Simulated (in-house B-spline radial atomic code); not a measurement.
**RPA and G0W0 on PBEsol: Ru³⁺**

Configuration [Kr] 4d5, highest spin, mean-field start PBEsol. Computed with a B-spline radial code for spherical atoms: all electrons, scalar-relativistic (spin-free one-electron X2C), finite nucleus, each spin shell either full or empty, empty states to l = 9 with an (l + 1/2)⁻⁴ tail; G0W0 by contour deformation at full frequency.

Command:
```bash
python run_gw.py task.json out
```
Settings (radii: box in bohr, nucleus in fm):
```
Z                        44
electrons                41
configuration            [Kr] 4d5
hamiltonian              x2c
method                   pbesol
lmax                     9
rms_radius               4.4809
spin_polarised           True
box_radius               14.14
intervals                68
```

Cost of the run: 4.1 s on 1 thread of Arm Neoverse V2, on a shared host.

Energies (hartree):

```
                                     term        value
                         mean-field total  -4525.64779
Hartree-Fock functional on these orbitals  -4526.25891
                      direct second order       -3.511
                    second-order exchange       1.0159
                         SOSEX correction      0.94762
```

Task: What is the RPA correlation energy, and what remains with SOSEX?

Result: RPA gives -3.1076 hartree (-2.06 eV per electron); RPA + SOSEX gives -2.16, and the second-order doubles -2.4951 hartree (no singles). SOSEX takes back 30 % of the RPA value.

Quasi-particle levels (eV):

```csv
level,occupied,mean field,Σx - vxc,Σc,QP weight,G0W0
4d up,yes,-38.86,-7.31,?,?,?
4p down,yes,-78.13,-8.89,0.76,0.892,-86.26
4d down,no,-34.72,9.82,-4.07,0.925,-28.966
```

G0W0 = mean field + (Σx - vxc) + Σc, with Σc (partial-wave tail included) taken at the quasi-particle energy. Only the outer levels were computed. Levels of low weight are left out.

Task: Where does G0W0 put 4d up?

Result: At -46.07 eV, with Σc = 0.10 eV and a quasi-particle weight of 0.914. The tabulated removal energy is 45 ± 1.7 eV (NIST, tabulated theory); the calculation leaves out spin-orbit coupling, Breit and QED terms, and what these don't explain is the method's own error.
